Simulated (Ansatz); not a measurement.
Calculation: r2SCAN-D4/def2-SVP (Ansatz, a first-principles code). No frequencies were computed at this level.

Ansatz 0.2 input:
```yaml
crystal:
  periodic: [false, false, false]
  atoms:
    - { symbol: C, position_ang: [2.216668, 0.829739, 1.551037] }
    - { symbol: O, position_ang: [0.843676, 0.476751, 1.457095] }
    - { symbol: Ge, position_ang: [0.003551, -0.000317, 0.001011] }
    - { symbol: O, position_ang: [-1.522805, -0.669972, 0.526225] }
    - { symbol: C, position_ang: [-1.715688, -1.543266, 1.629041] }
    - { symbol: O, position_ang: [1.085762, -1.077348, -0.850006] }
    - { symbol: C, position_ang: [0.943865, -1.502182, -2.198044] }
    - { symbol: O, position_ang: [-0.396453, 1.270217, -1.130571] }
    - { symbol: C, position_ang: [-1.445664, 2.21595, -0.982572] }
    - { symbol: H, position_ang: [2.408133, 1.788518, 1.067091] }
    - { symbol: H, position_ang: [2.851994, 0.06891, 1.098832] }
    - { symbol: H, position_ang: [2.436781, 0.907408, 2.616205] }
    - { symbol: H, position_ang: [-1.253188, -1.147417, 2.533101] }
    - { symbol: H, position_ang: [-2.794827, -1.618724, 1.770601] }
    - { symbol: H, position_ang: [-1.304156, -2.532771, 1.421883] }
    - { symbol: H, position_ang: [1.875344, -2.008121, -2.455834] }
    - { symbol: H, position_ang: [0.108862, -2.197082, -2.303219] }
    - { symbol: H, position_ang: [0.788409, -0.654927, -2.865642] }
    - { symbol: H, position_ang: [-2.390729, 1.725162, -0.751045] }
    - { symbol: H, position_ang: [-1.215174, 2.935989, -0.195453] }
    - { symbol: H, position_ang: [-1.524358, 2.733485, -1.939737] }
basis:
  gaussian: { orbitals: def2-svp }
hamiltonian:
  xc: r2scan
  dispersion: d4
relax:
  max_steps: 150
```

Output:

```
Functional definition: r2SCAN
2251 factors; their error is unknown
mean field evaluation 1: about -69010.6029 eV, gradient 9.2e1 eV
mean field evaluation 2: about -68987.7189 eV, gradient 1.5e2 eV
mean field evaluation 4: about -69027.8147 eV, gradient 5.0e0 eV
mean field evaluation 8: about -69027.8694 eV, gradient 5.6e-2 eV
mean field evaluation 16: about -69027.7661 eV, gradient 1.3e-4 eV
mean field -69027.76605021 eV, -2536.7236136449 hartree, gradient 3.2e-5 eV, S^2 0.000000; 0 other end points of the search recorded, 0 dependent functions left out
reference -69027.76606509 eV, -2536.7236141918 hartree; 50, 50 occupied and 154, 154 virtual orbitals, 2251 factors
relax step   1: F+E_penalty+E_count = -69027.90423094 eV  Δ(F+E_penalty+E_count) = +0.000e0 eV  max|allowed force component| = 7.763e-1 eV/Å  Δτ_max = 0.0000 Å  (28 SCF iters, accepted)
these checks for a lower state are left out or cut short: starts, cluster_reference, orbital_swaps, neighbouring_geometries, increment
2251 factors; their error is unknown
mean field -69027.83889474 eV, -2536.7262906318 hartree, gradient 1.7e-5 eV, S^2 0.000000; 0 other end points of the search recorded, 0 dependent functions left out
reference -69027.83890959 eV, -2536.7262911779 hartree; 50, 50 occupied and 154, 154 virtual orbitals, 2251 factors
relax step   2: F+E_penalty+E_count = -69027.97746197 eV  Δ(F+E_penalty+E_count) = -7.323e-2 eV  max|allowed force component| = 3.095e-1 eV/Å  Δτ_max = 0.0340 Å  (30 SCF iters, accepted)
these checks for a lower state are left out or cut short: starts, cluster_reference, orbital_swaps, neighbouring_geometries, increment
2251 factors; their error is unknown
mean field evaluation 32: about -69027.8603 eV, gradient 1.3e-5 eV
mean field -69027.86031453 eV, -2536.7270777946 hartree, gradient 1.3e-5 eV, S^2 0.000000; 0 other end points of the search recorded, 0 dependent functions left out
reference -69027.86032925 eV, -2536.7270783357 hartree; 50, 50 occupied and 154, 154 virtual orbitals, 2251 factors
relax step   3: F+E_penalty+E_count = -69027.99979277 eV  Δ(F+E_penalty+E_count) = -2.233e-2 eV  max|allowed force component| = 8.916e-2 eV/Å  Δτ_max = 0.1074 Å  (29 SCF iters, accepted)
these checks for a lower state are left out or cut short: starts, cluster_reference, orbital_swaps, neighbouring_geometries, increment
2251 factors; their error is unknown
mean field -69027.86483395 eV, -2536.7272438804 hartree, gradient 1.8e-5 eV, S^2 0.000000; 0 other end points of the search recorded, 0 dependent functions left out
reference -69027.86484862 eV, -2536.7272444193 hartree; 50, 50 occupied and 154, 154 virtual orbitals, 2251 factors
relax step   4: F+E_penalty+E_count = -69028.00434533 eV  Δ(F+E_penalty+E_count) = -4.553e-3 eV  max|allowed force component| = 4.207e-2 eV/Å  Δτ_max = 0.0366 Å  (30 SCF iters, accepted)
these checks for a lower state are left out or cut short: starts, cluster_reference, orbital_swaps, neighbouring_geometries, increment
2251 factors; their error is unknown
mean field -69027.86608911 eV, -2536.7272900066 hartree, gradient 1.4e-5 eV, S^2 0.000000; 0 other end points of the search recorded, 0 dependent functions left out
reference -69027.86610377 eV, -2536.7272905453 hartree; 50, 50 occupied and 154, 154 virtual orbitals, 2251 factors
relax step   5: F+E_penalty+E_count = -69028.00563415 eV  Δ(F+E_penalty+E_count) = -1.289e-3 eV  max|allowed force component| = 1.266e-2 eV/Å  Δτ_max = 0.0267 Å  (31 SCF iters, accepted)
these checks for a lower state are left out or cut short: starts, cluster_reference, orbital_swaps, neighbouring_geometries, increment
2251 factors; their error is unknown
mean field -69027.86665129 eV, -2536.7273106665 hartree, gradient 1.4e-5 eV, S^2 0.000000; 0 other end points of the search recorded, 0 dependent functions left out
reference -69027.86666592 eV, -2536.7273112041 hartree; 50, 50 occupied and 154, 154 virtual orbitals, 2251 factors
relax step   6: F+E_penalty+E_count = -69028.00622931 eV  Δ(F+E_penalty+E_count) = -5.952e-4 eV  max|allowed force component| = 1.739e-2 eV/Å  Δτ_max = 0.0245 Å  (31 SCF iters, accepted)
these checks for a lower state are left out or cut short: starts, cluster_reference, orbital_swaps, neighbouring_geometries, increment
2251 factors; their error is unknown
mean field -69027.86780384 eV, -2536.7273530219 hartree, gradient 9.0e-6 eV, S^2 0.000000; 0 other end points of the search recorded, 0 dependent functions left out
reference -69027.86781836 eV, -2536.7273535555 hartree; 50, 50 occupied and 154, 154 virtual orbitals, 2251 factors
relax step   7: F+E_penalty+E_count = -69028.00756337 eV  Δ(F+E_penalty+E_count) = -1.334e-3 eV  max|allowed force component| = 5.354e-2 eV/Å  Δτ_max = 0.1367 Å  (30 SCF iters, accepted)
these checks for a lower state are left out or cut short: starts, cluster_reference, orbital_swaps, neighbouring_geometries, increment
2251 factors; their error is unknown
mean field evaluation 64: about -69027.8684 eV, gradient 7.8e-5 eV
mean field -69027.86835483 eV, -2536.7273732702 hartree, gradient 1.5e-5 eV, S^2 0.000000; 0 other end points of the search recorded, 0 dependent functions left out
reference -69027.86836933 eV, -2536.7273738033 hartree; 50, 50 occupied and 154, 154 virtual orbitals, 2251 factors
relax step   8: F+E_penalty+E_count = -69028.00816506 eV  Δ(F+E_penalty+E_count) = -6.017e-4 eV  max|allowed force component| = 2.021e-2 eV/Å  Δτ_max = 0.0084 Å  (32 SCF iters, accepted)
these checks for a lower state are left out or cut short: starts, cluster_reference, orbital_swaps, neighbouring_geometries, increment
2251 factors; their error is unknown
mean field -69027.86850315 eV, -2536.7273787210 hartree, gradient 1.5e-5 eV, S^2 0.000000; 0 other end points of the search recorded, 0 dependent functions left out
reference -69027.86851764 eV, -2536.7273792536 hartree; 50, 50 occupied and 154, 154 virtual orbitals, 2251 factors
relax step   9: F+E_penalty+E_count = -69028.00835149 eV  Δ(F+E_penalty+E_count) = -1.864e-4 eV  max|allowed force component| = 1.945e-3 eV/Å  Δτ_max = 0.0124 Å  (32 SCF iters, accepted)
these checks for a lower state are left out or cut short: starts, cluster_reference, orbital_swaps, neighbouring_geometries, increment
2251 factors; their error is unknown
mean field -69027.86858307 eV, -2536.7273816580 hartree, gradient 1.4e-5 eV, S^2 0.000000; 0 other end points of the search recorded, 0 dependent functions left out
reference -69027.86859754 eV, -2536.7273821898 hartree; 50, 50 occupied and 154, 154 virtual orbitals, 2251 factors
relax step  10: F+E_penalty+E_count = -69028.00851348 eV  Δ(F+E_penalty+E_count) = -1.620e-4 eV  max|allowed force component| = 6.225e-3 eV/Å  Δτ_max = 0.0370 Å  (30 SCF iters, accepted)
these checks for a lower state are left out or cut short: starts, cluster_reference, orbital_swaps, neighbouring_geometries, increment
2251 factors; their error is unknown
mean field -69027.86859146 eV, -2536.7273819662 hartree, gradient 1.4e-5 eV, S^2 0.000000; 0 other end points of the search recorded, 0 dependent functions left out
reference -69027.86860591 eV, -2536.7273824975 hartree; 50, 50 occupied and 154, 154 virtual orbitals, 2251 factors
relax step  11: F+E_penalty+E_count = -69028.00855696 eV  Δ(F+E_penalty+E_count) = -4.348e-5 eV  max|allowed force component| = 4.643e-3 eV/Å  Δτ_max = 0.0271 Å  (30 SCF iters, accepted)
2251 factors; their error is unknown
mean field evaluation 96: about -69027.9641 eV, gradient 4.5e-1 eV
mean field -69027.86859146 eV, -2536.7273819662 hartree, gradient 1.4e-5 eV, S^2 0.000000; 1 other end points of the search recorded, 0 dependent functions left out
reference -69027.86860591 eV, -2536.7273824975 hartree; 50, 50 occupied and 154, 154 virtual orbitals, 2251 factors
Total energy: -69028.00857142 eV, -2536.7325261348 hartree
Atom 0 at     2.115710     0.921290     1.503790 Å, force    -0.001058     0.000484     0.002463 eV/Å
Atom 1 at     0.755547     0.515637     1.501936 Å, force     0.004643     0.000517    -0.002140 eV/Å
Atom 2 at     0.000084    -0.000397    -0.000111 Å, force    -0.002156     0.000521     0.000718 eV/Å
Atom 3 at    -1.567665    -0.671587     0.429895 Å, force     0.002235    -0.002119     0.004627 eV/Å
Atom 4 at    -1.669469    -1.591975     1.505611 Å, force    -0.001953    -0.000277    -0.001251 eV/Å
Atom 5 at     1.115868    -1.124756    -0.764152 Å, force    -0.000476    -0.000284    -0.002950 eV/Å
Atom 6 at     0.875041    -1.565211    -2.091694 Å, force     0.000580    -0.001197    -0.000928 eV/Å
Atom 7 at    -0.303320     1.279159    -1.167906 Å, force    -0.002935     0.000782     0.000699 eV/Å
Atom 8 at    -1.321234     2.236009    -0.917665 Å, force    -0.000993     0.002181     0.000082 eV/Å
Atom 9 at     2.261172     1.869249     0.953624 Å, force     0.000287    -0.003258     0.001620 eV/Å
Atom 10 at     2.774308     0.154902     1.059078 Å, force    -0.001254     0.002170     0.001224 eV/Å
Atom 11 at     2.417390     1.080741     2.550647 Å, force    -0.001622    -0.000599    -0.004370 eV/Å
Atom 12 at    -1.224716    -1.191609     2.433381 Å, force    -0.001041    -0.000855    -0.002410 eV/Å
Atom 13 at    -2.738896    -1.785315     1.682388 Å, force     0.003732     0.000998    -0.001264 eV/Å
Atom 14 at    -1.178477    -2.554050     1.269409 Å, force    -0.001273     0.002851     0.001105 eV/Å
Atom 15 at     1.747043    -2.155546    -2.413320 Å, force    -0.003253     0.002287     0.001826 eV/Å
Atom 16 at    -0.020976    -2.210080    -2.153212 Å, force     0.002910     0.002285    -0.000133 eV/Å
Atom 17 at     0.744643    -0.719064    -2.788770 Å, force     0.000340    -0.002267     0.001582 eV/Å
Atom 18 at    -2.293163     1.757236    -0.705488 Å, force     0.002842     0.000709    -0.000557 eV/Å
Atom 19 at    -1.063767     2.895576    -0.068447 Å, force    -0.000795    -0.002395    -0.002530 eV/Å
Atom 20 at    -1.425121     2.859790    -1.818994 Å, force     0.001239    -0.002535     0.002587 eV/Å
Dipole moment:    -0.000039     0.000286     0.000035 e Å
```

Cost: about 3 core-minutes (a rough figure).
